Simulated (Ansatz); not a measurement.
Ansatz results at the PBE0-D4/def2-TZVP geometry: HOMO energy (PBE0/def2-TZVPP) -7.03 eV; LUMO energy (B3LYP/def2-TZVPP) -1.49 eV; HOMO–LUMO gap (PBE/def2-TZVPP) 3.92 eV.

**Question.** Which molecule gave them?
A. `FC1(F)B[Te]1`
B. `[BH]1[O][GeH2]1`
C. `[CH]1=[N][AlH]1`
D. `FC1C[SiH2]1`

**Answer.** B. The others give `[CH]1=[N][AlH]1`: -5.59, -1.42, 2.48; `FC1(F)B[Te]1`: -7.43, -2.53, 3.15; `FC1C[SiH2]1`: -7.08, -0.26, 5.04.

B3LYP here is the variant with VWN-RPA as its local correlation; programs differ in this.
